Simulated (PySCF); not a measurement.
Molecule: SMILES COC(=O)C(C)C, C5H10O2.

Geometry (Å), atoms numbered from 1 in this order:
```xyz
17

C     2.7258   -0.6143    0.1205
O     1.3678   -0.4963    0.5023
C     0.6077    0.2883   -0.2745
O     1.0408    0.8725   -1.2332
C    -0.8263    0.3195    0.2099
C    -1.6252    1.3707   -0.5413
C    -1.4451   -1.0763    0.1067
H     2.8141   -0.9835   -0.9119
H     3.2363    0.3587    0.1811
H     3.1838   -1.3242    0.8193
H    -0.7745    0.5832    1.2811
H    -2.6530    1.4232   -0.1525
H    -1.6710    1.1305   -1.6139
H    -1.1669    2.3655   -0.4497
H    -1.4891   -1.4067   -0.9434
H    -0.8621   -1.8130    0.6764
H    -2.4730   -1.0688    0.4991
```

Geometry PBE0-D3(BJ)/def2-SVP throughout; GIAO in PySCF 2.14, gas phase, one conformer, non-relativistic; equivalent atoms averaged; basis pcSseg-1.

(1) How do the shifts δ (against TMS, H2O at the same level) depend on the functional? (ppm; last column core-seconds on shared hosts with different chips, so compare them loosely)

(2) Which nucleus moves most, in ppm?

Answers

(1) 
```
functional                    kind     C3    C1    C5  C6/C7     O4     O2  H8/H9/H10   H11  H12/H13/H14/H15/H16/H17  core-s
        HF            Hartree–Fock  184.0  48.7  31.1   18.7  425.1  142.6       3.54  1.87                     1.18      15
       KT3                     GGA  168.2  51.2  36.0   20.9  403.0  186.0       3.57  2.32                     1.12      32
     B3LYP           global hybrid  182.8  52.6  36.8   21.0  441.1  190.1       3.62  2.22                     1.13      19
      PBE0           global hybrid  181.5  51.9  35.2   20.2  437.7  184.3       3.59  2.21                     1.12      33
      WP04           global hybrid  183.3  54.6  38.8   21.4  423.9  185.4       3.52  2.20                     1.15      19
     B97-2           global hybrid  178.3  51.9  35.2   20.5  425.0  181.4       3.58  2.21                     1.13      18
 BHandHLYP           global hybrid  185.1  51.4  34.7   20.0  441.7  172.2       3.59  2.08                     1.15      18
   wB97X-D  range-separated hybrid  182.6  52.5  35.1   20.3  433.7  178.8       3.59  2.13                     1.12      25
```

(2) O2 (ester alkoxy oxygen): from 142.6 ppm with HF to 190.1 ppm with B3LYP. The smallest spread is 0.06 ppm, at H12/H13/H14/H15/H16/H17. Proton shifts span only some 12 ppm, so a few tenths of a ppm matter as much there as several ppm in carbon.
